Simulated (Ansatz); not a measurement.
Mulliken charges of CH3F3NV (`C[N]=[V]([F])([F])[F]`) from B3LYP/def2-TZVPP in Ansatz (PBE0-D4/def2-TZVP geometry).

| atom | x (Å) | y (Å) | z (Å) | charge (e) |
| --- | --- | --- | --- | --- |
| C1 | 0.240 | -1.221 | 0.915 | -0.161 |
| N2 | 0.030 | -0.106 | 0.074 | -0.542 |
| V3 | -0.209 | 1.151 | -0.874 | 1.409 |
| F4 | -1.356 | 0.678 | -2.083 | -0.358 |
| F5 | 1.319 | 1.567 | -1.578 | -0.358 |
| F6 | -0.823 | 2.436 | 0.114 | -0.358 |
| H7 | -0.049 | -0.977 | 1.942 | 0.122 |
| H8 | -0.360 | -2.069 | 0.570 | 0.122 |
| H9 | 1.297 | -1.506 | 0.903 | 0.122 |

By hand: the dipole of these point charges (1 e Å = 4.8032 D).

Σ q r = (0.067, -0.355, 0.268) e Å, of length 0.450 e Å = 2.16 D.

How does the dipole of the full density compare? (Estimate.)

Ansatz gave: (0.112, -0.591, 0.446) e Å, 3.60 D; the point charges give 0.60 times that, at 0° from its direction.

Point charges leave out the atoms' own dipoles, such as those of lone pairs, and Mulliken's split depends on the basis, so the two needn't agree.

B3LYP here is the variant with VWN-RPA as its local correlation; programs differ in this.
